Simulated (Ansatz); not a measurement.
Spectroscopic constants of HCl+, multiplicity 2 (lowest of 2S+1 = 2, 4 at CCSD(T)/def2-TZVPP on PBE0 minima; our sources give no spin for the ground state, which may be another).

The constants come from a fifth-degree fit in 1/R (seven points, main isotopes). Runs in def2 and cc sets follow the lowest solution found near the PBE0 minimum.

Frozen-core correlation. CBS: X⁻³ extrapolation of the correlation energy, Hartree–Fock from the larger set.

Codes used: Ansatz (a program for electronic structure) with Gaussian orbitals. 

```
level                                          r_e (Å)  ω_e (cm⁻¹)  ω_e x_e (cm⁻¹)
---------------------------------------------  -------  ----------  --------------
B3LYP/def2-TZVPP                                 1.323        2625              54
PBE0/def2-TZVPP                                  1.320        2671              53
CAM-B3LYP/def2-TZVPP                             1.320         ___              53
wB97X-V/def2-TZVPP                               1.317        2706              52
wB97M-V/def2-TZVPP                               1.318        2672              53
CCSD(T)/def2-TZVPP                               1.313        2706              56
CCSD(T)/CBS(def2-TZVPP, def2-QZVPP)              1.317        2678              53
CCSD(T)/CBS(aug-cc-pV(Q+d)Z, aug-cc-pV(5+d)Z)      ___         ___              55
```

**Question.** What belongs in the gaps?

**Answer.** 
- CCSD(T)/CBS(aug-cc-pV(Q+d)Z, aug-cc-pV(5+d)Z), r_e (Å): 1.315
- CCSD(T)/CBS(aug-cc-pV(Q+d)Z, aug-cc-pV(5+d)Z), ω_e (cm⁻¹): 2685
- CAM-B3LYP/def2-TZVPP, ω_e (cm⁻¹): 2661

Measured for the ground state: r_e 1.3147 Å, ω_e 2673.7 cm-1, ω_e x_e 52.537 cm-1, B_e 9.9566 cm-1, α_e 0.32716 cm-1 [Irikura, J. Phys. Chem. Ref. Data 36, 389 (2007)].
